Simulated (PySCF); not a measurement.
Species: C₇H₁₆N₂.
Structure used (GFN2-xTB), in Å, numbered top down from 1:
```
atom  x, y, z in Å
C1     2.6757    0.3172    1.0944
C2     1.8897   -0.3957   -0.0018
N3     0.4564   -0.3654    0.2547
N4    -0.0650   -1.6777    0.1153
C5    -1.3953   -1.7561    0.6825
C6    -2.3612   -0.8122   -0.0357
C7    -1.7606    0.5900   -0.0073
C8    -0.3142    0.6005   -0.5269
C9     0.2410    2.0159   -0.4098
H10    3.7421    0.1782    0.9320
H11    2.4094   -0.1016    2.0604
H12    2.4632    1.3814    1.1104
H13    2.1360    0.0268   -0.9870
H14    2.1839   -1.4487   -0.0074
H15   -0.1158   -1.9396   -0.8800
H16   -1.3097   -1.4751    1.7346
H17   -1.7284   -2.7945    0.6166
H18   -2.4877   -1.1415   -1.0717
H19   -3.3405   -0.8195    0.4445
H20   -1.7513    0.9514    1.0226
H21   -2.3642    1.2743   -0.6072
H22   -0.3169    0.3058   -1.5999
H23    1.2363    2.0958   -0.8370
H24    0.2783    2.3116    0.6351
H25   -0.4121    2.7032   -0.9436
```

NICS = −σ at a ghost point: NICS(0) at the centroid of the ring atoms, NICS(1) 1 Å to either side along the normal of their mean plane, zz for the tensor component along that normal. Level: GIAO PBE0/pcSseg-1 (PySCF, non-relativistic, gas phase) on the GFN2-xTB geometry, one conformer.

Ring bond lengths (Å), with Mayer bond orders in brackets: N3–N4 1.419 (1.00), N4–C5 1.448 (0.98), C5–C6 1.530 (1.02), C6–C7 1.526 (1.05), C7–C8 1.537 (1.00), C8–N3 1.462 (0.89).

What do the NICS probes read (ppm)?

```csv
ring,type,NICS(0),"NICS(1), two faces","NICS(1)zz, two faces",rms pucker (Å),"centre to ring atoms, mean (Å)"
N3–N4–C5–C6–C7–C8,6-membered ring with 2 N; formal bonds all single,-2.9,-2.6 / -2.5,2.0 / 2.5,0.24,1.43
```

What can be read from them?

- N3–N4–C5–C6–C7–C8: mean NICS(1)zz 2.2 ppm, near zero. C5, C6, C7, C8 have four or more neighbours, and the NICS criterion for π rings isn't applied.

List the ring angles and the Hirshfeld charges of the ring atoms.

- N3–N4–C5–C6–C7–C8: N3 111.4° (-0.046 e), N4 110.4° (-0.122 e), C5 111.3° (-0.035 e), C6 108.0° (-0.080 e), C7 111.7° (-0.076 e), C8 108.1° (+0.012 e); sum 661.0° against 720° for a flat convex ring.

How shielded are the nuclei of the rings and their hydrogens (means over atoms taken as equivalent)?

| atoms | environment | σ isotropic (ppm) |
| --- | --- | --- |
| N3 | hydrazine nitrogen | 142.0 |
| N4 | hydrazine nitrogen | 133.3 |
| C5 | sp3 carbon bound to nitrogen | 133.9 |
| C6 | ring CH2 carbon | 154.1 |
| C7 | ring CH2 carbon | 147.8 |
| C8 | sp3 carbon bound to nitrogen | 122.2 |
| H15 | N–H hydrogen | 30.01 |
| H16 | methylene hydrogen | 28.69 |
| H17 | methylene hydrogen | 28.68 |
| H18 | methylene hydrogen | 30.71 |
| H19 | methylene hydrogen | 30.19 |
| H20 | methylene hydrogen | 30.35 |
| H21 | methylene hydrogen | 30.19 |
| H22 | methine hydrogen | 29.91 |

The list is cut; further classes of hydrogen are left out.

On Arm Neoverse V2, one thread, on a shared host, this took 52 s wall. This is the whole shielding run at PBE0/pcSseg-1, SCF included.
